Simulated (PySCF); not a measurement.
Mg(Me) (CH3Mg), SMILES [CH3][Mg+], charge +1.

Geometry: PBE0-D3(BJ)/def2-TZVP. The multiplicity is an assumed one; other spin states were not compared. The isomer is the one that the SMILES or the coordinates give; other isomers of the formula were not compared.

All values below come from PBE/def2-TZVPD run with PySCF.

Gas-phase values at a fixed geometry.

```json
{
  "total_energy": "-239.53521 hartree",
  "point_group": "C3v",
  "highest_occupied_level": "-12.15 eV",
  "lowest_empty_level": "-9.20 eV",
  "orbital_gap": "2.95 eV",
  "dipole_moment_about_the_centre_of_nuclear_charge": "1.051 e·Å",
  "mean_static_polarisability": "40.9 bohr³ (6.06 Å³)",
  "polarisability_principal_values": "30.0, 30.0, 62.7 bohr³"
}
```
